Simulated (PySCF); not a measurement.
Pb(OH)(NH2) (H3NOPb), SMILES [Pb]([OH])[NH2] (connectivity only; charge and spin as stated), neutral, multiplicity 1. Atoms are numbered in the order given.

```xyz
6

Pb     0.2695     0.0486     0.0000
O     -1.3356     1.4192     0.0000
H     -2.2094     1.0125     0.0000
N     -0.9514    -1.7108     0.0000
H     -1.9619    -1.7228     0.0000
H     -0.5855    -2.6525     0.0000
```
Charge 0, spin multiplicity 1.

Coordinates come from a B3LYP-D3(BJ)/def2-TZVP optimisation. The def2 effective core potentials stand for the cores of Pb; spin–orbit coupling is left out. The values are those of a single conformer.

Calculation: B3LYP-D3(BJ)/def2-TZVP (PySCF 2.14.0).

Frequencies are harmonic and unscaled.

Computed harmonic wavenumbers and intensities:
```
mode  ν (cm⁻¹)  IR (km/mol)  moving atoms (share of kinetic energy)
----  --------  -----------  --------------------------------------
1          166          6.5                  O 41 %, N 32 %, H 21 %
2          233        172.0                          H 83 %, N 17 %
3          287        119.1                                  H 95 %
4          377         38.1                                  H 92 %
5          504        109.7                          O 61 %, N 23 %
6          527         59.6                  N 56 %, O 25 %, H 13 %
7          566         59.6                          H 81 %, N 14 %
8          729         29.1                                  H 89 %
9         1536          8.0                          H 90 %, N 10 %
10        3520          3.0                                  H 96 %
11        3631          7.5                           H 91 %, N 9 %
12        3811         23.5                                  H 94 %
```
